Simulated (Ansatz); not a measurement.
Stepwise reaction of `O[SiH](O)O[SiH](F)F` with hydrogen, as a gas-phase model of exchange steps in deposition or etching. ΔE in kJ/mol.

Isolated molecules relaxed with PBE0-D4/def2-TZVP in Ansatz; ΔE leaves out vibrations. CCSD(T)/CBS is the MP2 limit (def2-TZVPP, def2-QZVPP) plus CCSD(T) − MP2 in def2-TZVPP, frozen cores. This one scheme is used for every species. Functionals use def2-TZVPP. B3LYP here is the variant with VWN-RPA as its local correlation; programs differ in this. Each species was taken in one conformer, which may not be the lowest.

| step | reaction | PBE-D4 | B3LYP-D4 | ωB97M-V | CCSD(T)/CBS |
| --- | --- | --- | --- | --- | --- |
| 1 | `O[SiH](O)O[SiH](F)F` + H₂ → `O[SiH2]O[SiH](F)F` + H₂O | 98.3 | 104.2 | 105.4 | 101.5 |

Q: Give the row of step 2, `O[SiH2]O[SiH](F)F` + H₂ → `F[SiH](F)O[SiH3]` + H₂O. (An estimate is asked.)

A: Ansatz gave: 
```json
{"step": "2", "reaction": "`O[SiH2]O[SiH](F)F` + H₂ → `F[SiH](F)O[SiH3]` + H₂O", "PBE-D4": "86.1", "B3LYP-D4": "91.5", "ωB97M-V": "92.4", "CCSD(T)/CBS": "89.7"}
```

Q: By hand: ΔE of the 2 steps together at CCSD(T)/CBS.

A: (101.5) + (89.7) = 191.2 kJ/mol, or 95.6 kJ/mol a step.

In ΔE each step is lower than the one before. All are uphill at CCSD(T)/CBS. PBE-D4 differs from CCSD(T)/CBS by -3.6 to -3.2 kJ/mol a step. Isolated molecules leave out the surface, adducts and barriers. Largest T1 diagnostic: 0.012.
